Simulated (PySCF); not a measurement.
Input file for PySCF: R-B3LYP/3-21G on CH2O2 (SMILES O=CO), a point of a torsion scan.

```python
from pyscf import gto, scf, dft, mp
from pyscf.data.elements import chemcore

mol = gto.M(
    atom='''
    O    -1.36577265   -0.38256100   -0.71833231
    C    -0.45149729   -0.10706013   -0.01480213
    O     0.81504440   -0.47290522   -0.25807458
    H    -0.56035452    0.51559638    0.89969048
    H     1.46021062    0.21126109   -0.04566278
    ''',
    basis='3-21g',
    charge=0, spin=0, verbose=3, max_memory=1800)
mf = dft.RKS(mol, xc='b3lyp')
mf.conv_tol = 1e-8
mf.max_cycle = 100
mf.kernel()
if not mf.converged:
    mf = mf.newton().run(mf.mo_coeff, mf.mo_occ)
```

### Question
What total energy does the run end on?

### Answer
-188.6783 hartree.
